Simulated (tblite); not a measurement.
C2H10NSi2 (doublet state).
Geometry (GFN2-xTB, Å), atoms numbered from 1 in this order:
```xyz
15
C2H10NSi2 angstrom
C      1.9390   -0.7720    0.1000
C      0.4750   -0.9687    0.1861
N     -0.4388    0.0526    0.0553
Si    -2.1142   -0.4337    0.2301
Si     0.0721    1.6558   -0.4210
H      2.4321   -1.7369   -0.0048
H      2.2054   -0.1466   -0.7537
H      2.3488   -0.2858    0.9951
H      0.0961   -1.9102    0.5440
H     -2.2461   -1.0772    1.5430
H     -2.9177    0.7751    0.1253
H     -2.4463   -1.4081   -0.8167
H     -1.1159    2.4950   -0.3245
H      1.1228    2.1137    0.4922
H      0.5833    1.6549   -1.7998
```

Method: GFN2-xTB as coded in tblite; computed harmonic values from a numerical Hessian at the method's own geometry, unscaled. Errors from tens to a few hundred cm⁻¹ against measured bands are possible. Modes of hydrogen on silicon can be 10 to 20 % off. One conformer, not necessarily the lowest. Open shells enter through the occupations alone, without spin polarisation, and single modes of such species can be off by tens of per cent.

Harmonic wavenumbers (cm⁻¹): 58.5, 96.6, 139.8, 154.0, 219.2, 245.8, 265.2, 328.6, 408.8, 539.3, 549.2, 556.1, 562.9, 648.7, 726.5, 759.9, 773.4, 791.2, 802.1, 830.2, 954.8, 1003.8, 1007.0, 1141.1, 1273.7, 1380.9, 1403.6, 1470.7, 1487.5, 2173.6, 2193.4, 2214.8, 2229.4, 2295.2, 2325.1, 2860.3, 2971.1, 3018.8, 3091.6.

A = 3723, B = 2371, C = 1512 MHz; mass 104.035 u (most abundant isotopes); point group C1, symmetry number 1; spin multiplicity 2.

Question: Zero-point energy?

Answer: ½Σν̃ = 22976 cm⁻¹ = 65.69 kcal/mol.

Question: Give the ideal-gas entropy at 298.15 K and 1 bar in the rigid-rotor, harmonic-oscillator model (classical rotation).

Answer: Translation 39.86, rotation 27.58, vibration 25.34, spin (R ln 2) 1.38: S = 94.2 cal/(mol K).

Question: And Cp and H(298.15 K) − H(0)?

Answer: Cp = 35.64 cal/(mol K), of which vibrations give 27.70 (their classical limit is 39 R = 77.5); H(298.15 K) − H(0) = 6.52 kcal/mol without the zero-point energy, 4.15 from vibrations.

Question: Blend soft modes into free rotors: weight 1/[1 + (100 cm⁻¹/ν̃)⁴] for the oscillator and the rest for a rotor with moment μB/(μ + B), μ = h/(8π²ν), B = 10⁻⁴⁴ kg m². What vibrational entropy results?

Answer: 23.94 cal/(mol K) in place of 25.34, which changes −T·S at 298.15 K by +0.42 kcal/mol.

Question: Which modes carry the vibrational entropy at 298.15 K?

Answer: 58.5 cm⁻¹: 4.51; 96.6 cm⁻¹: 3.52; 139.8 cm⁻¹: 2.81; 154.0 cm⁻¹: 2.62; 219.2 cm⁻¹: 1.97; 245.8 cm⁻¹: 1.76 cal/(mol K); the other 33 give 8.16 together.

Hindered rotation and anharmonicity are outside this model. Other conformers, if any are populated, would add a mixing term that is left out. The structure is chiral; the term R ln 2 for an equal mix with its mirror image is left out.
